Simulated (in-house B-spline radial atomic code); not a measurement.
## Ionising K IV (K3+) with different functionals

Computed with a radial B-spline atomic code at the basis-set limit: four-component Dirac-Coulomb Hamiltonian, Fermi nucleus of rms radius 3.4349 fm, spin-restricted, spherical fractional occupations for the functionals, and exact exchange of hybrids averaged over the configuration. The ionisation energy is the difference of two self-consistent energies, [Ne] 3s2 3p4 → [Ne] 3s2 3p3, without Breit or QED terms; ε is the level of the shell that loses the electron (mean over j). The electron is taken from both j subshells in proportion to 2j + 1, so the result is a j average, not the step between ground levels.

```json
{"method": "PBE0", "rung": "global hybrid", "ΔSCF (eV)": "63.01", "-ε(3p) (eV)": "57.03"}
{"method": "BHandHLYP", "rung": "global hybrid", "ΔSCF (eV)": "?", "-ε(3p) (eV)": "?"}
{"method": "CAM-B3LYP", "rung": "range-separated hybrid", "ΔSCF (eV)": "63.02", "-ε(3p) (eV)": "58.54"}
{"method": "HSE06", "rung": "range-separated hybrid", "ΔSCF (eV)": "?", "-ε(3p) (eV)": "?"}
```

(1) What does HSE06 give?

(2) What does BHandHLYP give?

(3) Among the functionals, which spreads more, the ΔSCF values or the orbital energies?

(4) How do they compare with the NIST value?

Results:

(1) ΔSCF 63.00 eV, and -ε(3p) = 56.60 eV.

(2) ΔSCF 62.83 eV, and -ε(3p) = 59.10 eV.

(3) The orbital energies: ΔSCF values span about 0.19 eV and the orbital energies 2.50 eV; here energy differences depend much less on the functional than eigenvalues do.

(4) NIST lists 60.92 eV ± 0.019 (semi-empirical, ground level to ground level). Errors run from +1.91 to +2.10 eV. The correlated functionals all miss on the same side by more than they spread, so the cause is common to them (Breit-QED terms, spin polarisation, the choice among j levels, multiplet and fine-structure energies, or a listed next ion that isn't the cheapest removal here) and closeness doesn't rank the functionals.
